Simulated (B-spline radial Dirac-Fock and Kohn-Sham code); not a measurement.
# X-ray form factors of lead in several charge states

Model: Dirac-Fock orbitals of the configuration average with a finite nucleus. Program: a B-spline atomic structure program.

Configurations: Pb⁵²⁺ [Ar] 3d10 4s2; Pb⁵³⁺ [Ar] 3d10 4s1; Pb⁵⁵⁺ [Ar] 3d9. The first column is f₀ of Pb⁵²⁺, the others are differences from it.

```
s (Å⁻¹)   Pb⁵²⁺  Δ Pb⁵³⁺  Δ Pb⁵⁵⁺
      0  30.000   -1.000   -3.000
   0.05  29.984   -0.998   -2.995
    0.1  29.938   -0.990   -2.978
   0.15  29.860   -0.978   -2.951
    0.2  29.752   -0.962   -2.914
   0.25  29.615   -0.941   -2.867
    0.3  29.448   -0.916   -2.810
   0.35  29.253   -0.887   -2.745
    0.4  29.032   -0.854   -2.671
   0.45  28.784   -0.818   -2.590
    0.5  28.512   -0.780   -2.502
    0.6  27.900   -0.696   -2.310
    0.7  27.208   -0.607   -2.102
    0.8  26.448   -0.514   -1.886
    0.9  25.635   -0.423   -1.669
      1  24.779   -0.336   -1.457
    1.1  23.895   -0.255   -1.255
    1.2  22.993   -0.183   -1.068
    1.4  21.174   -0.068   -0.752
    1.6  19.390   +0.004   -0.520
```

Values without a named source are computed, but for edge energies of neutral atoms, which are taken from tables.
